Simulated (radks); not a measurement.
Values are calculated unless marked as measured or tabulated.
Task: V IV, configuration [Ar] 3d2. Level of theory: Dirac Kohn-Sham, PBEsol, spin-unpolarised, spherical densities, finite nucleus; open shells fill j = l - 1/2 first; Fermi nuclear charge, rms radius 3.6002 fm (a radial shooting solver on a logarithmic mesh with Libxc functionals). Some entries of the table are withheld. Estimate them.

| orbital | occ. | eigenvalue (Ry) | <r^2> (bohr^2) | <r> (bohr) |
|---|---|---|---|---|
| 1s1/2 | 2 | -396.2971 | 0.005945 | 0.06649 |
| 2s1/2 | 2 | -46.78959 | (1) | 0.3084 |
| 2p1/2 | 2 | -39.85177 | 0.09152 | 0.2724 |
| 2p3/2 | 4 | -39.33100 | 0.09326 | 0.2751 |
| 3s1/2 | 2 | -7.60877 | 1.012 | 0.9379 |
| 3p1/2 | 2 | -5.71189 | (2) | 0.9890 |
| 3p3/2 | 4 | -5.64814 | (3) | 0.9966 |
| 3d3/2 | 2 | -2.71534 | 1.716 | 1.175 |
| 3d5/2 | 0 | -2.70910 | 1.723 | 1.178 |

Result: 
(1) 2s1/2 <r^2> (bohr^2): 0.1125
(2) 3p1/2 <r^2> (bohr^2): 1.146
(3) 3p3/2 <r^2> (bohr^2): 1.163
